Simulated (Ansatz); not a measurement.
Mulliken charges of `[SnH3][CH]1[O][GeH2]1` from r2SCAN/def2-TZVPP in Ansatz (PBE0-D4/def2-TZVP geometry).

```csv
atom,x (Å),y (Å),z (Å),charge (e)
Sn1,-1.362,1.007,0.193,0.616
C2,0.624,0.365,-0.314,-0.182
O3,0.722,-0.568,-1.401,-0.424
Ge4,1.278,-1.360,0.152,0.264
H5,-2.041,1.900,-1.094,-0.122
H6,-1.303,1.978,1.600,-0.126
H7,-2.307,-0.385,0.488,-0.127
H8,1.374,1.160,-0.352,0.075
H9,0.330,-2.463,0.611,0.011
H10,2.768,-1.686,0.119,0.013
```

Q: By hand: the dipole of these point charges (1 e Å = 4.8032 D).

A: Σ q r = (-0.072, 0.042, 0.662) e Å, of length 0.667 e Å = 3.20 D.

Q: How does the dipole of the full density compare? (An estimate is asked.)

A: Ansatz gave: (0.200, -0.090, 0.362) e Å, 2.03 D; the point charges give 1.58 times that, at 38° from its direction.

Point charges leave out the atoms' own dipoles, such as those of lone pairs, and Mulliken's split depends on the basis, so the two needn't agree.
